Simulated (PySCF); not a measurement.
Spin states of HgH

Unrestricted PBE0; PySCF, scalar-relativistic core potentials, basis sets Hg def2-TZVPP with ECP60, H def2-TZVPP. Outer shells of the fragments: Hg 5d10 6s2; H 1s1.

Followed along the bond (rough minima from three points):

| 2Ms+1 | unpaired | ⟨S²⟩ at the start | R at minimum (Å) | Te (eV) |
| --- | --- | --- | --- | --- |
| 2 | σ ↑ | 0.76 | 1.77 | 0.00 |
| 4 | σ ↑↑, π ↑ | 3.76 | none in the scan | ≤ 5.90 |

Solutions found at the starting distance of 1.695 Å, counted from the lowest of them; the search is not exhaustive and high or unbound solutions are not listed, so other states can lie among these:

```csv
2Ms+1,unpaired,term,E (eV),⟨S²⟩,⟨Lz²⟩,μ (D)
2,σ ↑,²Σ⁺,0.00,0.76,0.00,-0.16
2,π ↑,²Π,3.31,0.76,1.00,-0.68
4,"σ ↑↑, π ↑",⁴Π,6.26,3.76,1.02,1.19
4,σ ↑↑↑,⁴Σ⁺,9.32,3.75,0.00,3.04
```

A term symbol is given only where ⟨S²⟩ and ⟨Lz²⟩ are close to those of a pure state; real π, δ and φ orbitals otherwise mix terms. A positive dipole means Hg(−)H(+).

The measured ground state is X ²Σ+ (Huber and Herzberg, Constants of Diatomic Molecules (1979)).

Spin–orbit coupling is left out. Counting both spins, an empty level lies below a filled one in some of these solutions, because spin and occupation are held.
